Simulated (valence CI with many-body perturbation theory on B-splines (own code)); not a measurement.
Results of a calculation; reference values are marked as such.
**Hf LIX: magnetic and hyperfine properties of the levels**

Level of theory: configuration interaction combined with many-body perturbation theory (CI+MBPT): four valence electrons over a frozen Dirac-Fock core [Ne], radial functions for each j: 11 s, 11 p, 10 d, 8 f, 5 g, 2 h, with the one-electron correlation potential Σ1 (screened to all orders), the two-electron term Σ2, the three-electron term Σ3, Breit, model QED; selected single and double excitations, second order for the rest, scaled by the run's own slope (own B-spline code, finite nucleus).

No measured spectrum was set against this ion. As an estimate, large intervals hold to a few tenths of a per cent, small ones and those within an open d or f shell to about a per cent. Among the levels kept, up to 560 cm⁻¹ of a level comes from second order outside the variational space, and about a tenth of that is noise between levels of different J, which matters for small intervals.

A/g_I is the dipole constant over the nuclear g factor μ/I (μ in nuclear magnetons, uniformly magnetised nucleus), B/Q the quadrupole constant per barn. Both hold the static response of the core; the bare values leave it out. Large factors of s and p1/2 electrons are usually good to 5 to 10 %; those of open d and f shells near neutrality can be off by tens of per cent, and small factors of p3/2, d and f electrons come from cancelling terms and can be off by a factor of two or in sign, in half-filled shells by more. B is blank for J = 1/2, where it vanishes, and for nearly pure S terms. Energies count from the lowest level. Levels with J = 0 are left out.

Levels are named by their leading jj configuration (3d3/2^4 stands for four electrons in 3d with j = 3/2), which in mixed levels can hold well under half, so a name can repeat and another be missing. Letters in brackets count levels of one name in rising energy.

| Level | E (eV) | g | A/g_I (MHz) | A/g_I bare | B/Q (MHz/b) | B/Q bare |
| --- | --- | --- | --- | --- | --- | --- |
| (3s^2 3p1/2 3p3/2) J=1 | 304.1 | 1.490 | -168000 | -161000 | 194000 | 192000 |
| (3s^2 3p1/2 3p3/2) J=2 | 313.2 | 1.164 | 559000 | 551000 | 358000 | 354000 |
| (3s 3p1/2^2 3p3/2) J=2 | 465.4 | 1.528 | 1360000 | 1330000 | 360000 | 356000 |
| (3s 3p1/2^2 3p3/2) J=1 | 492.4 | 1.042 | -884000 | -860000 | 208000 | 205000 |
| (3s^2 3p1/2 3d3/2) J=2 | 516.9 | 0.753 | 494000 | 488000 | 77900 | 79800 |
| (3s^2 3p1/2 3d3/2) J=1 | 558.7 | 0.878 | -408000 | -394000 | 60100 | 60500 |
| (3s^2 3p1/2 3d5/2) J=2 | 606.9 | 1.287 | -179000 | -172000 | 53100 | 54900 |
| (3s^2 3p1/2 3d5/2) J=3 | 607.9 | 1.106 | 314000 | 311000 | 57500 | 59900 |
| (3s^2 3p3/2^2) J=2 | 624.2 | 1.311 | 200000 | 199000 | 30300 | 29900 |
| (3s 3p1/2^2 3d3/2) J=1 | 682.1 | 0.436 | -1110000 | -1080000 | 32200 | 33200 |
| (3s 3p1/2^2 3d3/2) J=2 | 689.1 | 1.131 | 1290000 | 1260000 | 62100 | 63900 |
| (3s 3p1/2 3p3/2^2) J=2 [a] | 761.9 | 1.525 | 884000 | 871000 | 91000 | 89700 |
| (3s 3p1/2^2 3d5/2) J=3 | 767.4 | 1.347 | 858000 | 844000 | 58700 | 61100 |
| (3s 3p1/2 3p3/2^2) J=3 | 779.5 | 1.311 | 1180000 | 1160000 | 20900 | 20800 |
| (3s 3p1/2^2 3d5/2) J=2 | 780.9 | 1.024 | -744000 | -724000 | 40700 | 42900 |
| (3s 3p1/2 3p3/2^2) J=1 [a] | 804.9 | 1.270 | 1030000 | 1010000 | -275000 | -272000 |
| (3s 3p1/2 3p3/2^2) J=2 [b] | 805.2 | 1.082 | 130000 | 132000 | -24100 | -23700 |
| (3s 3p1/2 3p3/2^2) J=1 [b] | 816.0 | 1.344 | 781000 | 769000 | 200000 | 198000 |
| (3s^2 3p3/2 3d3/2) J=3 | 857.0 | 1.086 | 183000 | 183000 | 416000 | 413000 |
| (3s^2 3p3/2 3d3/2) J=2 | 860.6 | 1.059 | 38200 | 41800 | -31000 | -30600 |
| (3s^2 3p3/2 3d3/2) J=1 | 861.3 | 1.119 | 229000 | 228000 | -188000 | -186000 |
| (3s^2 3p3/2 3d5/2) J=4 | 905.1 | 1.238 | 100000 | 101000 | 476000 | 472000 |
| (3s^2 3p3/2 3d5/2) J=2 | 914.2 | 1.233 | 77800 | 80000 | -251000 | -247000 |
| (3s^2 3p3/2 3d5/2) J=3 | 937.0 | 1.197 | 115000 | 116000 | 181 | 2360 |
| (3s^2 3p3/2 3d5/2) J=1 | 946.7 | 1.073 | -25100 | -21100 | 63300 | 63500 |
| (3s 3p1/2 3p3/2 3d3/2) J=2 [a] | 958.0 | 1.178 | 343000 | 341000 | 3530 | 3610 |
| (3s 3p1/2 3p3/2 3d3/2) J=1 [a] | 968.1 | 1.139 | 520000 | 514000 | -179000 | -178000 |
| (3s 3p1/2 3p3/2 3d3/2) J=3 [a] | 973.2 | 1.133 | 775000 | 763000 | 109000 | 109000 |
| (3s 3p1/2 3p3/2 3d3/2) J=2 [b] | 976.6 | 1.178 | 428000 | 424000 | -47400 | -47200 |
| (3s 3p1/2 3p3/2 3d3/2) J=4 | 989.6 | 1.163 | 924000 | 909000 | 347000 | 344000 |
| (3s 3p1/2 3p3/2 3d3/2) J=2 [c] | 1003.1 | 0.909 | 541000 | 534000 | -125000 | -122000 |
| (3s 3p1/2 3p3/2 3d3/2) J=3 [b] | 1009.2 | 1.284 | 819000 | 807000 | 331000 | 328000 |
| (3s 3p1/2 3p3/2 3d3/2) J=1 [b] | 1013.6 | 1.720 | 1950000 | 1910000 | 124000 | 123000 |
| (3s 3p1/2 3p3/2 3d3/2) J=2 [d] | 1015.2 | 1.388 | 934000 | 920000 | 98700 | 95900 |

(1) Take the isotope of mass number 179, with I = 9/2, μ = -0.6389 μN and Q = 3.79 b. What is the hyperfine structure of (3s^2 3p1/2 3p3/2) J=2?

Answers

(1) From the table A = -79300 MHz, B = 1360000 MHz. Shifts from the centre of gravity in MHz: F = 5/2: 1500000, F = 7/2: 623000, F = 9/2: -159000, F = 11/2: -595000, F = 13/2: -374000.
